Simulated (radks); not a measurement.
Initial-state core-level shifts of the samarium ion Sm3+ when its valence configuration changes from [Xe] 4f5. Calculated with a radial shooting solver on a logarithmic mesh with Libxc functionals: scalar-relativistic Kohn-Sham, PBE, spin-polarised, spherical densities, finite nucleus; open shells are filled with parallel spins first (spin-orbit coupling, left out, can overturn this in heavy ions); Fermi nuclear charge, rms radius 5.0819 fm. Shifts are changes of the shell-averaged eigenvalues in eV (positive: less bound); the change of the density at the nucleus, which sets a Mossbauer isomer shift, is in e/bohr^3, on a base of 5.568e+05.

| valence | 2s | 2p | 3s | 3d | density at nucleus |
|---|---|---|---|---|---|
| 4f4 5d1 | -8.633 | -8.514 | -9.849 | -9.706 | +30.40 |
| 4f4 6p1 | -13.074 | -12.950 | -14.190 | -14.071 | +37.36 |
| 4f4 6s1 | -11.992 | -11.870 | -13.108 | -12.988 | +89.17 |
| 4f4.5 6p0.5 | -6.363 | -6.303 | -6.896 | -6.838 | +17.88 |
| 4f3 6s2 | -25.409 | -25.143 | -27.812 | -27.558 | +194.57 |
| 4f2.5 5d0.5 6s2 | -30.611 | -30.267 | -33.785 | -33.444 | +216.67 |
| 4f2.5 5d0.5 6s1 6p1 | -31.559 | -31.210 | -34.744 | -34.402 | +158.86 |
| 4f3 5d1 6p1 | -22.720 | -22.454 | -25.248 | -24.967 | +72.00 |
| 4f3 5d0.5 6s1 6p0.5 | -24.006 | -23.740 | -26.477 | -26.209 | +132.80 |
